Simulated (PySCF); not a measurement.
Sr, charge +1, quartet (a state made from the parent by changing its charge; the spin is typed, not shown lowest) (core potentials on Sr); HF/def2-TZVP (PySCF).

The PySCF input:
```python
from pyscf import gto, scf

mol = gto.M(
    atom='''
Sr    0.000000    0.000000    0.000000
''',
    basis='def2-tzvp',
    ecp={'Sr': 'def2-tzvp'},
    charge=1,
    spin=3,
    verbose=4,
)

mf = scf.UHF(mol)
mf.kernel()
```

Output, abridged:

```
PySCF version 2.14.0

[INPUT] verbose = 4
[INPUT] num. atoms = 1
[INPUT] num. electrons = 9
[INPUT] charge = 1
[INPUT] spin (= nelec alpha-beta = 2S) = 3
[INPUT] symmetry False subgroup None
[INPUT] Mole.unit = angstrom
[INPUT] Symbol           X                Y                Z      unit          X                Y                Z       unit  Magmom
[...]
nuclear repulsion = 0
number of shells = 13
number of NR pGTOs = 53
number of NR cGTOs = 33
basis = def2-tzvp
ecp = {'Sr': 'def2-tzvp'}

******** <class 'pyscf.scf.uhf.UHF'> ********
method = UHF
initial guess = minao
damping factor = 0
level_shift factor = 0
DIIS = <class 'pyscf.scf.diis.CDIIS'>
diis_start_cycle = 1
diis_space = 8
diis_damp = 0
SCF conv_tol = 1e-09
SCF conv_tol_grad = None
SCF max_cycles = 50
direct_scf = True
direct_scf_tol = 1e-13
number electrons alpha = 6  beta = 3
Set gradient conv threshold to 3.16228e-05
init E= -28.6393923422372

cycle= 1 E= -29.1909356725744  delta_E= -0.552  |g|= 0.235  |ddm|= 1.75

cycle= 2 E= -29.2436236991773  delta_E= -0.0527  |g|= 0.0445  |ddm|= 0.991

cycle= 3 E= -29.2494292280311  delta_E= -0.00581  |g|= 0.0173  |ddm|= 0.379

cycle= 4 E= -29.2510271344749  delta_E= -0.0016  |g|= 0.0089  |ddm|= 0.211

cycle= 5 E= -29.251764394701  delta_E= -0.000737  |g|= 0.00871  |ddm|= 0.0762

cycle= 6 E= -29.2517970452512  delta_E= -3.27e-05  |g|= 0.00874  |ddm|= 0.00326

cycle= 7 E= -29.2510286362423  delta_E= 0.000768  |g|= 0.007  |ddm|= 0.101

cycle= 8 E= -29.2508826540929  delta_E= 0.000146  |g|= 0.00169  |ddm|= 0.209

cycle= 9 E= -29.2509044138923  delta_E= -2.18e-05  |g|= 0.00128  |ddm|= 0.0318

cycle= 10 E= -29.2509178657979  delta_E= -1.35e-05  |g|= 0.00126  |ddm|= 0.00921

cycle= 11 E= -29.2509456962909  delta_E= -2.78e-05  |g|= 0.00123  |ddm|= 0.0195

cycle= 12 E= -29.2510094350608  delta_E= -6.37e-05  |g|= 0.00119  |ddm|= 0.0467

cycle= 13 E= -29.2510416136643  delta_E= -3.22e-05  |g|= 0.00117  |ddm|= 0.0241

cycle= 14 E= -29.2511104501169  delta_E= -6.88e-05  |g|= 0.0012  |ddm|= 0.0518

cycle= 15 E= -29.2509738972981  delta_E= 0.000137  |g|= 0.0014  |ddm|= 0.102

cycle= 16 E= -29.2510316042335  delta_E= -5.77e-05  |g|= 0.00142  |ddm|= 0.043

cycle= 17 E= -29.2514332515854  delta_E= -0.000402  |g|= 0.00473  |ddm|= 0.298

cycle= 18 E= -29.2515583459579  delta_E= -0.000125  |g|= 0.00647  |ddm|= 0.088

cycle= 19 E= -29.2513171804197  delta_E= 0.000241  |g|= 0.00361  |ddm|= 0.171

cycle= 20 E= -29.2513231990992  delta_E= -6.02e-06  |g|= 0.00396  |ddm|= 0.0107

cycle= 21 E= -29.2513845431257  delta_E= -6.13e-05  |g|= 0.00474  |ddm|= 0.046

cycle= 22 E= -29.2512487054197  delta_E= 0.000136  |g|= 0.00323  |ddm|= 0.102

cycle= 23 E= -29.2513666482672  delta_E= -0.000118  |g|= 0.00429  |ddm|= 0.0877

cycle= 24 E= -29.250536657553  delta_E= 0.00083  |g|= 0.0075  |ddm|= 0.556

cycle= 25 E= -29.2512752206276  delta_E= -0.000739  |g|= 0.00693  |ddm|= 0.514

cycle= 26 E= -29.2511392708805  delta_E= 0.000136  |g|= 0.0107  |ddm|= 0.0627

cycle= 27 E= -29.2510885504815  delta_E= 5.07e-05  |g|= 0.0113  |ddm|= 0.0311

cycle= 28 E= -29.2510974022042  delta_E= -8.85e-06  |g|= 0.011  |ddm|= 0.00595

cycle= 29 E= -29.2510695250983  delta_E= 2.79e-05  |g|= 0.00868  |ddm|= 0.0542

cycle= 30 E= -29.2508977667406  delta_E= 0.000172  |g|= 0.0119  |ddm|= 0.0907

cycle= 31 E= -29.251550352504  delta_E= -0.000653  |g|= 0.00511  |ddm|= 0.393

cycle= 32 E= -29.2513978672857  delta_E= 0.000152  |g|= 0.0112  |ddm|= 0.0672

cycle= 33 E= -29.2514115068492  delta_E= -1.36e-05  |g|= 0.00512  |ddm|= 0.0574

cycle= 34 E= -29.251609897907  delta_E= -0.000198  |g|= 0.00467  |ddm|= 0.128

cycle= 35 E= -29.2513479128334  delta_E= 0.000262  |g|= 0.00791  |ddm|= 0.153

cycle= 36 E= -29.25129339439  delta_E= 5.45e-05  |g|= 0.00595  |ddm|= 0.0563

cycle= 37 E= -29.2512993915651  delta_E= -6e-06  |g|= 0.00243  |ddm|= 0.0335

cycle= 38 E= -29.2514274737339  delta_E= -0.000128  |g|= 0.00197  |ddm|= 0.0927

cycle= 39 E= -29.2513759088707  delta_E= 5.16e-05  |g|= 0.0014  |ddm|= 0.0392

cycle= 40 E= -29.2514049149879  delta_E= -2.9e-05  |g|= 0.00144  |ddm|= 0.0199

cycle= 41 E= -29.2513934885942  delta_E= 1.14e-05  |g|= 0.00148  |ddm|= 0.012

cycle= 42 E= -29.2513979065286  delta_E= -4.42e-06  |g|= 0.00145  |ddm|= 0.00473

cycle= 43 E= -29.2514173498419  delta_E= -1.94e-05  |g|= 0.00142  |ddm|= 0.0144

cycle= 44 E= -29.2511776811068  delta_E= 0.00024  |g|= 0.00179  |ddm|= 0.172

cycle= 45 E= -29.2510959417612  delta_E= 8.17e-05  |g|= 0.00176  |ddm|= 0.0617

cycle= 46 E= -29.2511832770483  delta_E= -8.73e-05  |g|= 0.00184  |ddm|= 0.0641

cycle= 47 E= -29.2511756360915  delta_E= 7.64e-06  |g|= 0.00219  |ddm|= 0.0142

cycle= 48 E= -29.2511849448433  delta_E= -9.31e-06  |g|= 0.00201  |ddm|= 0.0113

cycle= 49 E= -29.251162764548  delta_E= 2.22e-05  |g|= 0.00222  |ddm|= 0.0185

cycle= 50 E= -29.2513050777449  delta_E= -0.000142  |g|= 0.00154  |ddm|= 0.102
SCF not converged.
SCF energy = -29.2513050777449 after 50 cycles  <S^2> = 3.7543875  2S+1 = 4.0021931
```

The run did not converge; its last values are not results.
